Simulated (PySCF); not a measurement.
C₃H₈N (SMILES [CH2-]N(C)C), charge -1, singlet, geometry from GFN2-xTB; MP2/def2-SVP run with PySCF.

Input for PySCF:
```python
from pyscf import gto, scf, mp

mol = gto.Mole()
mol.atom = '''
    N     0.001546    0.029851    0.378522
    C    -0.002249    1.469584   -0.201896
    C     1.174442   -0.652834   -0.084420
    C    -1.173850   -0.655085   -0.074649
    H     0.883755    1.937223    0.347793
    H    -0.884542    1.935528    0.355151
    H     1.246424   -0.719139   -1.194192
    H     1.205142   -1.682705    0.312765
    H     2.059148   -0.119681    0.269251
    H    -1.254938   -0.721537   -1.183784
    H    -2.056603   -0.123626    0.286377
    H    -1.199269   -1.685009    0.322770
'''
mol.basis = 'def2-svp'
mol.charge = -1
mol.spin = 0
mol.verbose = 4
mol.build()

mf = scf.RHF(mol)
mf.kernel()

pt = mp.MP2(mf, frozen=4)
pt.kernel()
print('E(MP2) = %.10f' % pt.e_tot)
mf.analyze()
```

It wrote (shortened):

```
PySCF version 2.14.0

[INPUT] verbose = 4
[INPUT] num. atoms = 12
[INPUT] num. electrons = 34
[INPUT] charge = -1
[INPUT] spin (= nelec alpha-beta = 2S) = 0
[INPUT] symmetry False subgroup None
[INPUT] Mole.unit = angstrom
[INPUT] Symbol           X                Y                Z      unit          X                Y                Z       unit  Magmom
[...]
nuclear repulsion = 129.168345341656
number of shells = 48
number of NR pGTOs = 152
number of NR cGTOs = 96
basis = def2-svp
ecp = {}

******** <class 'pyscf.scf.hf.RHF'> ********
method = RHF
initial guess = minao
damping factor = 0
level_shift factor = 0
DIIS = <class 'pyscf.scf.diis.CDIIS'>
diis_start_cycle = 1
diis_space = 8
diis_damp = 0
SCF conv_tol = 1e-09
SCF conv_tol_grad = None
SCF max_cycles = 50
direct_scf = True
direct_scf_tol = 1e-13
Set gradient conv threshold to 3.16228e-05
Initial guess from minao.
init E= -172.727239865799
[...]
cycle= 1 E= -172.378110051536  delta_E= 0.349  |g|= 0.413  |ddm|= 3.24
[...]
cycle= 2 E= -172.428377420529  delta_E= -0.0503  |g|= 0.156  |ddm|= 0.761
[...]
cycle= 3 E= -172.4351680913  delta_E= -0.00679  |g|= 0.0543  |ddm|= 0.287
[...]
cycle= 4 E= -172.436151389275  delta_E= -0.000983  |g|= 0.00909  |ddm|= 0.0776
[...]
cycle= 5 E= -172.436208184533  delta_E= -5.68e-05  |g|= 0.00468  |ddm|= 0.0398
[...]
cycle= 6 E= -172.436221262012  delta_E= -1.31e-05  |g|= 0.00153  |ddm|= 0.0198
[...]
cycle= 7 E= -172.436224338204  delta_E= -3.08e-06  |g|= 0.000354  |ddm|= 0.0151
[...]
cycle= 8 E= -172.436224528346  delta_E= -1.9e-07  |g|= 0.000103  |ddm|= 0.00405
[...]
cycle= 9 E= -172.436224539363  delta_E= -1.1e-08  |g|= 3.71e-05  |ddm|= 0.000801
[...]
cycle= 10 E= -172.436224540917  delta_E= -1.55e-09  |g|= 1.12e-05  |ddm|= 0.000297
[...]
cycle= 11 E= -172.436224541052  delta_E= -1.34e-10  |g|= 2.75e-06  |ddm|= 8.73e-05
[...]
Extra cycle  E= -172.436224541057  delta_E= -5.57e-12  |g|= 1.23e-06  |ddm|= 9.86e-06
converged SCF energy = -172.436224541057

******** <class 'pyscf.mp.mp2.RMP2'> ********
nocc = 13, nmo = 92
frozen orbitals 4
E(RMP2) = -173.054124038542  E_corr = -0.617899497484494
E(SCS-RMP2) = -173.05464464164  E_corr = -0.618420100582944
E_corr(same-spin) = -0.141991495844363
E_corr(oppo-spin) = -0.47590800164013
E(MP2) = -173.0541240385
**** SCF Summaries ****
Total Energy =                        -172.436224541057328
Nuclear Repulsion Energy =             129.168345341655908
One-electron Energy =                 -495.346182712342511
Two-electron Energy =                  193.741612829629275
Two-electron Coulomb Energy =          218.873251424184474
DFT Exchange-Correlation Energy =      -25.131638594555199
HOMO-LUMO gap [eV] =                     9.836163238397782
**** MO energy ****
[...]
 ** Mulliken pop on meta-lowdin orthogonal AOs  **
 ** Mulliken pop  **
 ** Mulliken atomic charges  **
charge of    0N =     -0.30460
charge of    1C =     -0.62871
charge of    2C =     -0.08977
charge of    3C =     -0.08977
charge of    4H =     -0.03685
charge of    5H =     -0.03685
charge of    6H =      0.01418
charge of    7H =      0.02191
charge of    8H =      0.05718
charge of    9H =      0.01418
charge of   10H =      0.05718
charge of   11H =      0.02191

WARN: System has nonzero charge -1; the dipole moment is origin-dependent.
Location of origin: [0. 0. 0.]

Dipole moment(X, Y, Z, Debye):  0.00968, -4.90789,  1.19518
```
